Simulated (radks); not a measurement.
Values are calculated unless marked as measured or tabulated.
Question: Radial electron density D(r) = 4 pi r^2 rho(r) of an atom or ion with 24 electrons. Level of theory: non-relativistic Kohn-Sham, LB94 model potential, spin-polarised, spherical densities, point nucleus (a radial shooting solver on a logarithmic mesh with Libxc functionals).

| r (bohr) | D(r) (e/bohr) | spin D(r) |
|---|---|---|
| 0.001373 | 1.922 | 0.00000841 |
| 0.001703 | 2.862 | 0.0000125 |
| 0.002131 | 4.289 | 0.0000188 |
| 0.002666 | 6.357 | 0.0000280 |
| 0.003309 | 9.171 | 0.0000408 |
| 0.00414 | 13.19 | 0.0000595 |
| 0.005179 | 18.57 | 0.0000861 |
| 0.006479 | 25.48 | 0.000125 |
| 0.008042 | 33.50 | 0.000183 |
| 0.01006 | 42.77 | 0.000292 |
| 0.01259 | 51.99 | 0.000539 |
| 0.01562 | 59.33 | 0.00117 |
| 0.01954 | 63.64 | 0.00307 |
| 0.02445 | 63.55 | 0.00882 |
| 0.03059 | 59.98 | 0.0260 |
| 0.03796 | 56.52 | 0.0725 |
| 0.0475 | 57.60 | 0.202 |
| 0.05942 | 65.71 | 0.530 |
| 0.07375 | 76.36 | 1.25 |
| 0.09226 | 80.91 | 2.76 |
| 0.1154 | 72.26 | 5.42 |
| 0.1444 | 56.29 | 9.20 |
| 0.1792 | 47.80 | 13.0 |
| 0.2242 | 51.01 | 15.2 |
| 0.2805 | 53.05 | 13.8 |
| 0.3482 | 41.40 | 9.45 |
| 0.4356 | 20.96 | 4.43 |
| 0.5449 | 6.298 | 1.31 |
| 0.6817 | 1.007 | 0.220 |
| 0.8461 | 0.08318 | 0.0199 |
| 1.059 | 0.002501 | 0.000690 |

What is the nuclear charge?

Answer: Z = 51. The innermost maximum, from 1s, lies near 1/Z = 0.0196 bohr (found: 0.0217), and its height grows with Z. The density is that of the antimony ion Sb27+ in [Ar] 3d6; the configuration itself is not fixed sharply by these data, and Z only to a few units. D(r) has 3 maxima, at r = 0.0217, 0.0901, 0.263 bohr, and minima at 0.0411, 0.185 bohr, inside which lie 2.02, 11.31 electrons.
